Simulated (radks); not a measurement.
Q: The mean radii <r> (bohr) of the occupied orbitals of an atom or ion are listed with their occupations. Method: scalar-relativistic Kohn-Sham, exchange-only PBE, spin-polarised, spherical densities, finite nucleus; Fermi nuclear charge, rms radius of each element as measured or else 0.836 A^(1/3) + 0.57 fm; computed with a radial shooting solver on a logarithmic mesh with Libxc functionals.

orbital  occ.      <r>
1s up       1  0.09097
1s down     1  0.09096
2s up       1   0.4443
2s down     1   0.4439
2p up       3   0.4066
2p down     3   0.4063
3s up       1    1.439
3s down     1    1.456
3p up       3    1.595

Name the element and its charge. Open shells, if any, are filled with parallel spins first.

A: Z = 17, chlorine, charge +2: Cl2+ in [Ne] 3s2 3p3. The 1s radius gives Z: for a bare nucleus <r> = (2 gamma + 1)/(2Z) with gamma = sqrt(1 - (Z/c)^2), 0.08778 bohr for Z = 17, and screening makes it slightly larger (0.09097 here). The occupations add up to 15, and the charge is Z minus that.
